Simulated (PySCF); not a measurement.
**Stationary points of LaF₂⁺**

These are results of PBE0/[La def2-TZVP with ECP46, F def2-TZVP], scalar-relativistic core potentials, density fitting, no spin–orbit coupling, PySCF, not measurements.

Relaxations began from a few typed shapes. The search is not exhaustive: other isomers or separated fragments can lie lower, and high-lying points may rest on an excited occupation.

| spin | group | bonds | angles | imaginary modes (cm⁻¹) | ΔE (kJ/mol) | ΔE with ZPE (kJ/mol) |
| --- | --- | --- | --- | --- | --- | --- |
| singlet | C2v | La–F 2.052 Å (×2) | F–La–F 109.1° | none | 0.0 | 0.0 |
| singlet | D∞h | La–F 2.109 Å (×2) | F–La–F 180.0° | 133i, 133i | 66.6 | – |

The lowest minimum found is the singlet C2v: La–F 2.052 Å (×2); F–La–F 109.1°.

Formally La is in oxidation state +3, with 0 electrons left for the f, d and s shells; the Mulliken f population is 0.17.
